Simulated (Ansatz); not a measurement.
```yaml
crystal:
  periodic: [false, false, false]
  atoms:
    - {symbol: P, position_ang: [-0.729543, 0.271759, -0.929538]}
    - {symbol: P, position_ang: [0.486656, 1.285627, 0.649359]}
    - {symbol: Ga, position_ang: [0.961684, -1.021702, 0.514780]}
    - {symbol: H, position_ang: [-2.026310, 0.772094, -0.690246]}
    - {symbol: H, position_ang: [-0.400388, 1.041232, -2.065874]}
    - {symbol: H, position_ang: [-0.543337, 1.067390, 1.605885]}
    - {symbol: H, position_ang: [2.064757, -1.405023, -0.525316]}
    - {symbol: H, position_ang: [0.186491, -2.011378, 1.440942]}
basis:
  gaussian: {orbitals: "6-31G*", final_grid: {core_spheres: 1, valence_spheres: 1, degree: 3}}
magnetization: {spin_polarized: true, initial_magnetization: 0}
hamiltonian: {xc: {name: wB97M-V}}
output: {forces: true}
```

```sh
$ ansatz run in.yaml --threads 2 --pin off --events-out ev --progress --plain --max-ram 4352MiB
```

Shortened log:

```
Functional definition: wB97M-V
801 factors; integrals over basis functions are off by at most 7.3e-4 eV
257 factors; integrals over basis functions are off by at most 2.8e-6 eV
mean field evaluation 1: about -71022.9620 eV, gradient 1.2e1 eV
mean field evaluation 2: about -71023.3623 eV, gradient 1.2e1 eV
mean field evaluation 4: about -71023.6386 eV, gradient 4.6e-1 eV
mean field evaluation 32: about -71074.5489 eV, gradient 5.0e-3 eV
mean field -71074.54891615 eV, -2611.9414966090 hartree, gradient 3.3e-5 eV, S^2 0.000000; 2 other end points of the search recorded, 0 dependent functions left out
reference -71074.54907034 eV, -2611.9415022753 hartree; 33, 33 occupied and 50, 50 virtual orbitals, 801 factors
Total energy: -71074.54907034 eV, -2611.9415022753 hartree
Atom 0 at    -0.729543     0.271759    -0.929538 Å, force     2.018700     0.880348     2.009115 eV/Å
Atom 1 at     0.486656     1.285627     0.649359 Å, force     0.082932    -2.485431    -2.802282 eV/Å
Atom 2 at     0.961684    -1.021702     0.514780 Å, force    -1.512927     1.140715    -0.441550 eV/Å
Atom 3 at    -2.026310     0.772094    -0.690246 Å, force     0.253365    -0.292166     0.046974 eV/Å
Atom 4 at    -0.400388     1.041232    -2.065874 Å, force     0.242983    -0.419748     0.098542 eV/Å
Atom 5 at    -0.543337     1.067390     1.605885 Å, force    -0.728057    -0.598332     1.216324 eV/Å
Atom 6 at     2.064757    -1.405023    -0.525316 Å, force    -0.091948     0.997442    -0.376804 eV/Å
Atom 7 at     0.186491    -2.011378     1.440942 Å, force    -0.265049     0.777172     0.249682 eV/Å
Dipole moment:    -0.408009    -0.054483    -0.325842 e Å
```

(1) Something in this input is off. What?

## Answers

(1) The integration grid is far too coarse. Self-consistency was reached. The result belongs to that input, not to the molecule as meant.
